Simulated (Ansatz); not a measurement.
`C[O][Mo](=[O])([F])([Cl])[Cl]`. The species carries charge 0 and has multiplicity 1. Mo: def2 effective core potential.

```xyz
10

C    -1.0941    0.9818    0.8949
O     0.0151    0.8372    0.0555
Mo    0.8931   -0.5399   -0.7756
O     2.2830    0.1729   -1.2888
F    -0.3906   -0.4518   -2.1156
Cl    1.2604   -1.3511    1.3478
Cl    1.1586   -2.7032   -1.4697
H    -1.9935    0.5894    0.4108
H    -0.9072    0.4237    1.8204
H    -1.2249    2.0409    1.1203
```

Question: What are the harmonic wavenumbers in cm⁻¹ at PBE0-D4/def2-TZVP (Ansatz, finite differences of forces, unscaled)? (Estimate.)

Answer: The calculation gave: 41, 60, 121, 141, 188, 230, 257, 282, 303, 353, 372, 413, 609, 667, 1105, 1125, 1152, 1184, 1445, 1468, 1485, 3019, 3097, 3140.

Question: Is this a minimum?

Answer: Yes, all 24 modes are real.

Question: Give the ideal-gas thermochemistry at 298.15 K and 1 bar (rigid rotor, harmonic oscillator; point group C1, symmetry number 1).

Answer: Zero-point energy 133.1 kJ/mol; H(298) − E = 161.0 kJ/mol; entropy 419.9 J/(mol·K), of which translation 176.8, rotation 124.0, vibration 119.0; G(298) − E = 35.8 kJ/mol. Modes under 100 cm⁻¹ are hindered rotations or soft bends, so the harmonic entropy is rough.

Question: And at 400, 500, 600, 800 and 1000 K?

Answer: 
| T (K) | H − E (kJ/mol) | S (J/mol/K) | G − E (kJ/mol) |
| --- | --- | --- | --- |
| 400 | 175.5 | 461.7 | -9.2 |
| 500 | 191.2 | 496.7 | -57.1 |
| 600 | 208.0 | 527.3 | -108.4 |
| 800 | 244.1 | 579.1 | -219.2 |
| 1000 | 282.6 | 622.1 | -339.4 |
